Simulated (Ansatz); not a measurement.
Ideal-gas functions of CCl2FNSi (`N#C[Si](F)(Cl)Cl`) at 500 K and 1 bar, from an Ansatz frequency run at PBE0-D4/def2-TZVP.

Molar mass 144.01 g/mol, point group Cs (symmetry number 1), electronic degeneracy 1, moments of inertia 280.625, 291.197, 402.892 u Å². Harmonic wavenumbers (cm⁻¹, unscaled): 108, 125, 185, 246, 269, 380, 383, 487, 662, 678, 957, 2347.

Use S(trans) = R[1.5 ln M + 2.5 ln T − 1.1517]; rotational temperatures θ = 24.2544 K / I; S(rot) = R[ln(√π/σ · √(T³/θAθBθC)) + 1.5]; for each mode x = 1.438777 ν̃/T, S = R[x/(eˣ − 1) − ln(1 − e⁻ˣ)] and H = RT x/(eˣ − 1); 1 cm⁻¹ = 0.0119627 kJ/mol; R = 8.31446 J/(mol·K).

Q: By hand: the entropy, in J/(mol·K).

A: Translation 181.6. Rotation: θ = 0.0864, 0.0833, 0.0602 K, giving 126.9. Vibration, mode by mode: 18.06, 16.86, 13.65, 11.36, 10.65, 7.97, 7.91, 6.16, 4.11, 3.96, 2.10, 0.08, in all 102.9. Electronic 0.0. Sum 411.4 J/(mol·K).

Q: By hand: H − E and G − E in kJ/mol, counted from the electronic energy.

A: Zero-point energy ½ × 6827 × 0.0119627 = 40.8; thermal vibration 25.8; translation, rotation and pV give 4 RT = 16.6. H − E = 83.2 kJ/mol, and G − E = 83.2 − 500 × 411.4/1000 = -122.5 kJ/mol.

Vibration gives 25 % of the entropy, 34.9 J/(mol·K) of it from the modes under 150 cm⁻¹: soft modes count most, and the harmonic formula is weakest for them.
